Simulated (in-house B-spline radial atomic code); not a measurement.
The numbers below are computed, except where a source is named.
**Two electrons in Si: a parabolic dot with ħω = 2.95 meV in all three directions**

For Si the NSM archive of the Ioffe Institute lists m_l = 0.98 m0, m_t = 0.19 m0 and ε = 11.7; the model takes one isotropic valley with the conductivity mass 3/(1/m_l + 2/m_t) = 0.26 m0, and so misses anisotropy and the other valleys. All triplets below are those of one valley; with several valleys two electrons can form a triplet in the 1s orbital itself, at an energy set by the valley splitting.

Effective-mass model with parabolic bands, a uniform dielectric constant, no image charges, no central-cell or spin-orbit terms. Two-electron levels come from full CI in B-splines with partial waves to l = 5 (up to 0.001 effective hartree above the limit).

Task: What are the effective units, and what is the potential in them?

Result: Ha* = 27211.386 meV × 0.26/11.7² = 51.68 meV and a* = 0.0529177 nm × 11.7/0.26 = 2.381 nm. The frequency is ω = 0.057 Ha*. The one-electron levels are 3ω/2 = 0.0855 and 5ω/2 = 0.1425 Ha*.

In these units the lowest s and p orbitals lie at 0.085500 and 0.142500, and their Coulomb and exchange integrals are J_ss = 0.190492, J_sp = 0.158744 and K_sp = 0.03175. (For a parabolic well J_ss = √(2ω/π).) Full CI gives 0.314334 for the ground singlet, 0.340695 for the sp triplet, 0.371343 for the sp singlet and 0.397698 for the lowest triplet of two s orbitals.

Task: What does it cost to add the second electron, to first order and exactly?

Result: To first order E = 2ε_s + J_ss = 0.361492, so the charging energy E(2) − 2E(1) is J_ss = 9.845 meV. CI gives 0.314334 − 2 × (0.085500) = 0.143334, or 7.408 meV: relaxation and correlation lower it by 2.437 meV, 24.8 % of J_ss. The s² configuration of one-electron orbitals holds 75.3 % of the state, and the mean radius is 14 nm.

Task: How far above the singlet do the triplets lie?

Result: To first order the sp triplet lies at ε_s + ε_p + J_sp − K_sp = 0.354995, which is 0.3358 meV below 2ε_s + J_ss, so first order fails: the exact ground state of two electrons is a singlet. CI gives 0.340695 − (0.314334) = 0.026361, or 1.362 meV, 46 % of the orbital spacing of 2.946 meV. The ss triplet lies 4.309 meV up, so the lower of the two is the sp one, and its gap equals k_BT at 15.8 K. The sp singlet-triplet splitting is 1.584 meV, against 2K_sp = 3.282 meV. The sp singlet lies ħω above the ground state (0.057009 against 0.057), as Kohn's theorem demands for a parabolic well.
